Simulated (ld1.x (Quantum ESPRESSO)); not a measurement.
## Cutoff test, Fe, PAW

```
Element                 : iron (Fe)
Generator               : ld1.x (Quantum ESPRESSO) 7.5
Type                    : PAW
Functional              : LDA (PZ)
Relativity              : scalar-relativistic
Frozen core             : [Ar]
Valence charge          : 8
Reference configuration : 3d6 4s1 4p1
Partial waves           : 4s (bound): rcut 1.95, rcutus 2.60 bohr; 4s channel at -0.1 Ry: rcut 1.95, rcutus 2.60 bohr; 4p (bound): rcut 2.35, rcutus 3.05 bohr; 4p channel at 1.3 Ry: rcut 2.35, rcutus 3.05 bohr; 3d (bound): rcut 1.00, rcutus 1.35 bohr; 3d channel at 0.95 Ry: rcut 1.00, rcutus 1.35 bohr
Local potential         : all-electron potential smoothed inside 1.05 bohr (lloc = -2)
Core correction         : Bessel-smoothed model core, default radius (core density twice the valence density)
Augmentation charge     : PSQ, inside the norm-conserving radii
```

The pseudo-atom Hamiltonian at the reference potential is diagonalised in spherical Bessel functions j_l(qr) that vanish at 20 bohr, with q² up to the cutoff. All-electron valence levels (Ry): 4s -0.4825, 4p -0.1657, 3d -0.6923.

How do the lowest levels (Ry) of each channel move with the cutoff, and are there ghosts?

| cutoff (Ry) | s #1 | s #2 | s #3 | p #1 | d #1 | f #1 | Σ f·Δε (mRy) |
| --- | --- | --- | --- | --- | --- | --- | --- |
| 8 | -0.4825 | -0.0267 | 0.0799 | -0.1656 | 0.0279 | 0.0952 | 4321.3 |
| 15 | -2.2637 | -0.4825 | -0.0267 | -0.1657 | 0.0149 | 0.0952 | 4243.5 |
| 21 | -4.2553 | -0.4825 | -0.0267 | -0.1657 | -0.1283 | 0.0952 | 3384.1 |
| 35 | -4.9566 | -0.4825 | -0.0267 | -0.1657 | -0.5710 | 0.0952 | 728.0 |
| 50 | -4.9994 | -0.4825 | -0.0267 | -0.1657 | -0.6869 | 0.0952 | 32.8 |
| 70 | -5.0009 | -0.4825 | -0.0267 | -0.1657 | -0.6915 | 0.0952 | 5.0 |
| 90 | -5.0025 | -0.4825 | -0.0267 | -0.1657 | -0.6921 | 0.0952 | 1.6 |
| 120 | -5.0030 | -0.4825 | -0.0267 | -0.1657 | -0.6923 | 0.0952 | 0.5 |
| 400 | -5.0030 | -0.4825 | -0.0267 | -0.1657 | -0.6923 | 0.0952 | 0.0 |

Result: ghost state, extra bound levels that the all-electron valence spectrum of the same l lacks: s at -68.1 eV (a true bound ghost makes a file unfit for plane-wave use); 10 mRy is reached at 60 Ry and 1 mRy at 100 Ry.
